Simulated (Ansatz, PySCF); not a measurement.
Gas-phase reaction 0.5 R1 + 1.5 R2 → P1, each structure at its B3LYP-D3(BJ)/def2-TZVP stationary point, reached from a drawn start (curvature not checked).
R1: N2 (SMILES N#N), charge 0, multiplicity 1.
P1: NH3 (SMILES N), charge 0, multiplicity 1.
R2: H2 (SMILES [H][H]), charge 0, multiplicity 1.

P less R. No zero-point or thermal terms.

Cores are frozen in the correlated methods.

Codes used: Ansatz (Gaussian orbitals); PySCF for the D3/D4 terms. Each number belongs to the level named beside it.

**Question.** One of these levels gives -1.436 eV for the reaction energy. Which one is it?
A. B3LYP-D3(BJ)/def2-TZVPP
B. PBE-D3(BJ)/def2-TZVPP
C. MP2/cc-pVDZ
D. SVWN5/def2-TZVPP

**Answer.** D, SVWN5/def2-TZVPP. The others give -0.980 (PBE-D3(BJ)/def2-TZVPP), -0.887 (B3LYP-D3(BJ)/def2-TZVPP), -0.530 (MP2/cc-pVDZ)

Ansatz is a first-principles code.
